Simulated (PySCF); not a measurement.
## Partial charges of (E)-dimethyl(styryl)phosphine oxide

Species: (E)-dimethyl(styryl)phosphine oxide, C10H13OP.
Cartesian coordinates in Å at the PBE0-D3(BJ)/def2-SVP level; atoms count from 1:
```
atom  x, y, z in Å
C1    -3.212    0.808    1.189
P2    -2.378   -0.158   -0.106
C3    -3.089   -1.825    0.036
O4    -2.477    0.434   -1.480
C5    -0.671   -0.322    0.456
C6     0.301    0.086   -0.377
C7     1.747    0.055   -0.154
C8     2.329   -0.400    1.041
C9     3.710   -0.414    1.199
C10    4.541    0.028    0.167
C11    3.979    0.484   -1.024
C12    2.596    0.497   -1.180
H13   -2.783    1.820    1.191
H14   -4.283    0.880    0.947
H15   -3.089    0.355    2.184
H16   -4.159   -1.778   -0.218
H17   -2.584   -2.475   -0.692
H18   -2.969   -2.242    1.047
H19   -0.460   -0.743    1.445
H20   -0.031    0.491   -1.342
H21    1.692   -0.746    1.858
H22    4.145   -0.771    2.135
H23    5.626    0.016    0.294
H24    4.622    0.833   -1.836
H25    2.154    0.856   -2.114
```

Density: PBE0/pcSseg-1 (PySCF); schemes: Mulliken, IAO, Hirshfeld and ESP-fitted. One conformer (not necessarily the lowest) at the PBE0-D3(BJ)/def2-SVP geometry, without solvent, vibrations or thermal averaging.

**Question.** Atoms with like bonding are taken together and averaged. Which atoms carry the highest charge in the Mulliken, IAO, Hirshfeld and ESP-fitted schemes?

**Answer.** All schemes agree: Mulliken P2 (+0.845); IAO P2 (+1.539); Hirshfeld P2 (+0.428); ESP-fitted P2 (+1.173).

**Question.** For which atoms does the sign change between the 4 schemes (beyond +0.03 e in one, beyond −0.03 e in another)?

**Answer.** C7. Atomic charges aren't observables, and each scheme defines them in its own way.

**Question.** At which atom do the 4 schemes differ most?

**Answer.** At P2: from +0.428 (Hirshfeld) to +1.539 e (IAO), 1.111 e apart.

**Question.** Give the atomic charges in each scheme.

**Answer.** In e; atoms taken as equivalent share a row and are averaged (×n: the atom named and its like, n in all):

| atom | environment | Mulliken | IAO | Hirshfeld | ESP-fitted |
| --- | --- | --- | --- | --- | --- |
| C1/C3 | sp3 carbon bound to phosphorus | -0.482 | -0.686 | -0.161 | -0.770 |
| P2 | phosphoryl phosphorus | +0.845 | +1.539 | +0.428 | +1.173 |
| O4 | phosphoryl oxygen | -0.624 | -0.931 | -0.412 | -0.706 |
| C5 | alkene CH carbon | -0.400 | -0.454 | -0.113 | -0.359 |
| C6 | alkene CH carbon | -0.024 | -0.101 | -0.025 | -0.349 |
| C7 | substituted aromatic carbon | -0.201 | -0.007 | -0.003 | +0.414 |
| C8/C12 | aromatic CH carbon | -0.031 | -0.140 | -0.042 | -0.301 |
| C9/C11 | aromatic CH carbon | -0.076 | -0.147 | -0.047 | -0.102 |
| C10 | aromatic CH carbon | -0.073 | -0.144 | -0.043 | -0.184 |
| H13 (×6) | methyl hydrogen | +0.153 | +0.163 | +0.053 | +0.202 |
| H19 | vinylic hydrogen | +0.134 | +0.142 | +0.043 | +0.156 |
| H20 | vinylic hydrogen | +0.129 | +0.167 | +0.046 | +0.202 |
| H21/H25 | aromatic hydrogen | +0.088 | +0.149 | +0.051 | +0.174 |
| H22/H24 | aromatic hydrogen | +0.099 | +0.154 | +0.053 | +0.143 |
| H23 | aromatic hydrogen | +0.100 | +0.154 | +0.053 | +0.153 |

Mean size of the charges over all atoms: ESP-fitted 0.316 e, IAO 0.287 e, Mulliken 0.200 e, Hirshfeld 0.088 e. Each set sums to the total charge, 0, to within 0.001 e. The ESP scheme is a least-squares fit of atom-centred charges to the potential on four shells outside the van der Waals surface, with the total charge fixed. The IAO scheme projects the occupied orbitals on a minimal set of polarised atomic orbitals and counts the electrons in each atom's part of it.

Some averages cover members that differ in this geometry: H13 (×6), Mulliken +0.137 to +0.165 e.

**Question.** How closely do the schemes follow one another over all atoms?

**Answer.** Correlation coefficient and root-mean-square difference: Mulliken with IAO 0.97, 0.175 e; IAO with Hirshfeld 0.97, 0.308 e; Mulliken with Hirshfeld 0.95, 0.159 e; IAO with ESP-fitted 0.95, 0.144 e; Hirshfeld with ESP-fitted 0.90, 0.291 e; Mulliken with ESP-fitted 0.90, 0.197 e.

**Question.** How many electrons does the IAO scheme count on C3?

**Answer.** Its own charge is -0.686 e, so Z − q = 6.686.

**Question.** Sum the charges by element, for elements with more than one atom.

**Answer.** 
```csv
element,atoms,Mulliken,IAO,Hirshfeld,ESP-fitted
C,10,-1.876,-2.653,-0.684,-2.825
H,13,+1.654,+2.046,+0.668,+2.359
```

The run behind these numbers computed NMR shieldings as well. The run took 59 s wall on one thread, Intel Xeon 6975P-C (x86_64), on a shared host, and the process peaked at 1.5 GiB of memory.
